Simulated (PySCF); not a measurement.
# Excitation energy of Os²⁺ by level of theory

Os²⁺ [Xe] 4f14 5d6 (5D) → Os²⁺ [Xe] 4f14 5d5 6p1 (7P), as a difference of total energies. Calculation: PySCF 2.14, in aug-cc-pVTZ-PP with one added diffuse shell each of s, p, d, f, g type with ECP60MDF (7s7p6d4f3g, 113 functions); scalar relativity through the core potential. Correlated levels: valence: 5s2 5p6 frozen. The calculations carry no spin-orbit coupling.

```tsv
method	excitation energy (cm⁻¹)
UHF	54680
LDA	60918
PBE	60831
PBE0	61278
r2SCAN	58586
PW91	60944
M06-2X	68152
MP2 (valence)	61016
SCS-MP2 (valence)	65418
```
